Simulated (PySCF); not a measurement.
C2H6N (SMILES C[CH-]N), charge -1, singlet, geometry from GFN2-xTB; PySCF with DF-HF/cc-pVTZ.

Here is a job for PySCF.
```python
from pyscf import gto, scf

mol = gto.M(
    atom='''
C     1.17379428   -0.29888506   -0.03064780
C    -0.00061861    0.69049820   -0.11946954
N    -1.28175622   -0.07360499    0.01875596
H     2.13180660    0.23713849    0.01082447
H     1.16758703   -1.00712786    0.84854650
H     1.20574491   -0.94467985   -0.92468513
H     0.04801484    1.28923134    0.84658688
H    -1.25328855   -0.75326842    0.80694167
H    -1.36662521   -0.65573752   -0.81880195
''',
    basis='cc-pvtz',
    charge=-1,
    verbose=4,
)

mf = scf.RHF(mol)
mf = mf.density_fit(auxbasis='def2-universal-jkfit')
mf.kernel()
mf.analyze()
```

The log (banner, timings and long lists left out):

```
PySCF version 2.14.0

[INPUT] verbose = 4
[INPUT] num. atoms = 9
[INPUT] num. electrons = 26
[INPUT] charge = -1
[INPUT] spin (= nelec alpha-beta = 2S) = 0
[INPUT] symmetry False subgroup None
[INPUT] Mole.unit = angstrom
[INPUT] Symbol           X                Y                Z      unit          X                Y                Z       unit  Magmom
[INPUT]  1 C      1.173794280000  -0.298885060000  -0.030647800000 AA    2.218149715781  -0.564810906124  -0.057915948320 Bohr   0.0
[INPUT]  2 C     -0.000618610000   0.690498200000  -0.119469540000 AA   -0.001169003478   1.304852487505  -0.225764710828 Bohr   0.0
[INPUT]  3 N     -1.281756220000  -0.073604990000   0.018755960000 AA   -2.422168214258  -0.139093272501   0.035443627603 Bohr   0.0
[INPUT]  4 H      2.131806600000   0.237138490000   0.010824470000 AA    4.028530624540   0.448126799693   0.020455283744 Bohr   0.0
[INPUT]  5 H      1.167587030000  -1.007127860000   0.848546500000 AA    2.206419713294  -1.903195827819   1.603520488958 Bohr   0.0
[INPUT]  6 H      1.205744910000  -0.944679850000  -0.924685130000 AA    2.278527655988  -1.785186191895  -1.747401647158 Bohr   0.0
[INPUT]  7 H      0.048014840000   1.289231340000   0.846586880000 AA    0.090734897515   2.436294143806   1.599817343850 Bohr   0.0
[INPUT]  8 H     -1.253288550000  -0.753268420000   0.806941670000 AA   -2.368372114553  -1.423471012084   1.524898754799 Bohr   0.0
[INPUT]  9 H     -1.366625210000  -0.655737520000  -0.818801950000 AA   -2.582547361826  -1.239164322402  -1.547311435760 Bohr   0.0

nuclear repulsion = 74.8243958360162
number of shells = 63
number of NR pGTOs = 222
number of NR cGTOs = 174
basis = cc-pvtz
ecp = {}

******** <class 'pyscf.df.df_jk.DFRHF'> ********
method = DFRHF
initial guess = minao
damping factor = 0
level_shift factor = 0
DIIS = <class 'pyscf.scf.diis.CDIIS'>
diis_start_cycle = 1
diis_space = 8
diis_damp = 0
SCF conv_tol = 1e-09
SCF conv_tol_grad = None
SCF max_cycles = 50
direct_scf = False
Set gradient conv threshold to 3.16228e-05
Initial guess from minao.
******** <class 'pyscf.df.df.DF'> ********
auxbasis = def2-universal-jkfit
init E= -133.642410513045
  HOMO = -0.137223533315012  LUMO = 0.0992519778009875  gap/eV = 6.43483
cycle= 1 E= -133.542856109388  delta_E= 0.0996  |g|= 0.405  |ddm|= 1.94
  HOMO = 0.0414844386433622  LUMO = 0.318042615957047  gap/eV = 7.52553
cycle= 2 E= -133.585815824475  delta_E= -0.043  |g|=  0.2  |ddm|= 0.825
  HOMO = -0.0322467804870179  LUMO = 0.316729276441874  gap/eV = 9.49612
cycle= 3 E= -133.596104165537  delta_E= -0.0103  |g|= 0.05  |ddm|= 0.295
  HOMO = -0.027829149688694  LUMO = 0.318645785035702  gap/eV = 9.42806
cycle= 4 E= -133.597109711245  delta_E= -0.00101  |g|= 0.0107  |ddm|= 0.129
  HOMO = -0.0272540312595879  LUMO = 0.318150030897007  gap/eV = 9.39892
cycle= 5 E= -133.597202028184  delta_E= -9.23e-05  |g|= 0.00428  |ddm|= 0.0643
  HOMO = -0.0275654487263939  LUMO = 0.318187144081255  gap/eV = 9.40841
cycle= 6 E= -133.597216437922  delta_E= -1.44e-05  |g|= 0.00176  |ddm|= 0.0274
  HOMO = -0.0274111528715508  LUMO = 0.318229073606364  gap/eV = 9.40535
cycle= 7 E= -133.597219566247  delta_E= -3.13e-06  |g|= 0.000537  |ddm|= 0.0157
  HOMO = -0.02751264562181  LUMO = 0.3182070220659  gap/eV = 9.40751
cycle= 8 E= -133.597219946831  delta_E= -3.81e-07  |g|= 0.000153  |ddm|= 0.00573
  HOMO = -0.0275143521661985  LUMO = 0.318208654255825  gap/eV = 9.40760
cycle= 9 E= -133.597219980991  delta_E= -3.42e-08  |g|= 4.82e-05  |ddm|= 0.00148
  HOMO = -0.0275128203334862  LUMO = 0.318208091476853  gap/eV = 9.40755
cycle= 10 E= -133.597219984563  delta_E= -3.57e-09  |g|= 1.68e-05  |ddm|= 0.000478
  HOMO = -0.027511679823764  LUMO = 0.318209335030653  gap/eV = 9.40755
cycle= 11 E= -133.597219984861  delta_E= -2.97e-10  |g|= 5.63e-06  |ddm|= 0.000129
  HOMO = -0.0275122909273033  LUMO = 0.318209165305921  gap/eV = 9.40756
Extra cycle  E= -133.597219984885  delta_E= -2.41e-11  |g|= 2.78e-06  |ddm|= 2.28e-05
converged SCF energy = -133.597219984885
**** SCF Summaries ****
Total Energy =                        -133.597219984884646
Nuclear Repulsion Energy =              74.824395836016151
One-electron Energy =                 -334.268175809092440
Two-electron Energy =                  125.846559988191629
Two-electron Coulomb Energy =          145.101923697422194
DFT Exchange-Correlation Energy =      -19.255363709230565
HOMO-LUMO gap [eV] =                     9.407560000958812
**** MO energy ****
MO #1   energy= -15.3137153137068  occ= 2
MO #2   energy= -11.0049371754074  occ= 2
MO #3   energy= -10.9476798455603  occ= 2
MO #4   energy= -0.919423476517625 occ= 2
MO #5   energy= -0.739940198189421 occ= 2
MO #6   energy= -0.539736097282066 occ= 2
MO #7   energy= -0.409521182742429 occ= 2
MO #8   energy= -0.353121510503181 occ= 2
MO #9   energy= -0.326959581844584 occ= 2
MO #10  energy= -0.309706588402955 occ= 2
MO #11  energy= -0.238347625993846 occ= 2
MO #12  energy= -0.156936604888598 occ= 2
MO #13  energy= -0.0275122909273033 occ= 2
MO #14  energy= 0.318209165305921  occ= 0
MO #15  energy= 0.348180450826979  occ= 0
MO #16  energy= 0.364050597222578  occ= 0
MO #17  energy= 0.383634587556164  occ= 0
MO #18  energy= 0.406421968202084  occ= 0
MO #19  energy= 0.424341070918521  occ= 0
MO #20  energy= 0.513509162982899  occ= 0
MO #21  energy= 0.572942197639144  occ= 0
 ** Mulliken pop on meta-lowdin orthogonal AOs  **
 ** Mulliken pop  **
 ** Mulliken atomic charges  **
charge of    0C =     -0.25668
charge of    1C =     -0.50988
charge of    2N =     -0.52657
charge of    3H =      0.04288
charge of    4H =     -0.02418
charge of    5H =      0.03481
charge of    6H =     -0.02445
charge of    7H =      0.10722
charge of    8H =      0.15685

WARN: System has nonzero charge -1; the dipole moment is origin-dependent.
Location of origin: [0. 0. 0.]

Dipole moment(X, Y, Z, Debye):  0.75360, -3.31671,  0.91280
```
